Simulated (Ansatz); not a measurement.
```yaml
crystal:
  periodic: [false, false, false]
  atoms:
    - {symbol: N, position_ang: [0.968348, 2.037072, -0.083980]}
    - {symbol: C, position_ang: [0.607961, 1.020647, -0.387525]}
    - {symbol: C, position_ang: [0.303429, -0.129927, -0.605211]}
    - {symbol: F, position_ang: [0.600373, -0.634337, -1.712384]}
    - {symbol: Si, position_ang: [-0.534194, -1.091098, 0.534376]}
    - {symbol: H, position_ang: [0.393300, 2.753178, -0.275010]}
    - {symbol: H, position_ang: [0.205147, -2.193469, 0.858012]}
    - {symbol: H, position_ang: [-1.733964, -1.500360, 0.023553]}
    - {symbol: H, position_ang: [-0.728980, -0.304301, 1.632436]}
basis:
  gaussian: {orbitals: "6-31++G**", nuclear_model: gaussian}
hamiltonian: {xc: {name: B3LYP-D3}, dispersion: d3bjatm, pseudopotentials: {relativity: none}}
```

```sh
$ ansatz run in.yaml --threads 2 --pin off --events-out ev --progress --plain --max-ram 4352MiB
```

Output, abridged:

```
Error: YAML parse error: error: line 15 column 19: hamiltonian.xc: no functional is named "B3LYP-D3"; the names, which are not case-sensitive, are SVWN5, SPW92, PBE, PBE0, PBEsol, revPBE, revPBE0, RPBE, rPW86-PBE, HSE06, wPBEh, LC-wPBE, HISS, HF, BLYP, B3LYP, B3LYP5, BHLYP, CAM-B3LYP, r2SCAN, r2SCANh, r2SCAN0, r2SCAN50, m-r2SCAN, B97, wB97, wB97X, wB97X-V, B97M-V, wB97M-V, B2PLYP, B2GP-PLYP, PBE0-DH, PBE-QIDH
13 | basis:
14 |   gaussian: {orbitals: "6-31++G**", nuclear_model: gaussian}
15 | hamiltonian: {xc: {name: B3LYP-D3}, dispersion: d3bjatm, pseudopotentials: {relativ…
```

In this input the method's name isn't one that the program takes here. The program refused the input.
